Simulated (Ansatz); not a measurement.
Gas-phase electronic energies from Ansatz, PBE0-D4/def2-TZVP geometries. CCSD(T)/CBS is the MP2 limit (def2-TZVPP, def2-QZVPP) plus CCSD(T) − MP2 in def2-TZVPP, frozen cores. This one scheme is used for every species. DFT in def2-TZVPP. For Ge outer-core shells are correlated without core-valence functions, which leaves a few kJ/mol of doubt a bond. Scalar relativity is left out up to krypton. One conformer a species, not always the lowest.

`C[S][Ge][S]C` + CH₃OH → `C[O][Ge][S]C` + CH₃SH  (ligand exchange at a Ge–S bond)

Task: Is it downhill or uphill in electronic energy at CCSD(T)/CBS, and by how much? (Best estimate.)

Result: Ansatz gave: Uphill: ΔE = +5.8 kcal/mol.

Task: What do these levels give: ωB97M-V, PBE0, BHLYP, LC-ωPBE, CCSD(T)/def2-TZVPP, HF/def2-QZVPP? (An estimate is asked.)

Result: Computed: ωB97M-V 4.2, PBE0 6.4, BHLYP 3.3, LC-ωPBE 3.4, CCSD(T)/def2-TZVPP 4.2, HF/def2-QZVPP 2.1 kcal/mol.

Largest T1 diagnostic among the species: 0.015.

Leaving LDA and LC-ωPBE aside and taking each functional with its dispersion term where it has one, the values, not all of them listed here, spread over 4.6 kcal/mol, from CAM-B3LYP-D4 to HSE06-D4. The D4 term adds +1.5 kcal/mol with B3LYP and +0.7 kcal/mol with PBE0; it sums over pairs of atoms, weighted by their polarisabilities, and B3LYP, whose exchange is more repulsive, gets the larger term.

B3LYP here is the variant with VWN-RPA as its local correlation; programs differ in this.
